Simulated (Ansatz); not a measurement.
Species: H2Te, charge 1, doublet. H2Te+ (parent SMILES [TeH2], doublet).
B3LYP-D3(BJ)/def2-TZVP minimum from Ansatz (a first-principles code):
```xyz
3

Te    -0.0009     0.0436    -0.0005
H     -1.1634    -1.1566     0.0059
H      1.2085    -1.1094     0.0184
```
Charge +1, spin multiplicity 2.

Total energies in def2-QZVPP, 7 correlated electrons, 9 frozen orbitals. Open shells are spin-unrestricted; no spin-orbit coupling. Correlated methods leave the cores frozen (noble-gas shells, and filled d and f shells in the p block). Past Kr the def2 sets carry scalar-relativistic core potentials. Spin-orbit terms, left out, reach several kcal/mol for Br and I, and more for heavier atoms. The spin of H2Te+ (parent SMILES [TeH2], doublet) was assumed, and the state is the lowest solution found for it.

```tsv
method	program	energy (Eh)	minus CCSDT(Q) (mEh)
HF	Ansatz	-267.86017	157.08
MP2	Ansatz	-267.98847	28.78
CCSD	Ansatz	-268.01143	5.82
CCSD(T)	Ansatz	-268.01636	0.89
CCSDT(Q)	Ansatz	-268.01725	0.00
```

Rough core times of Ansatz's runs on a shared machine: CCSD(T) 20 s, CCSDT(Q) 20 min.
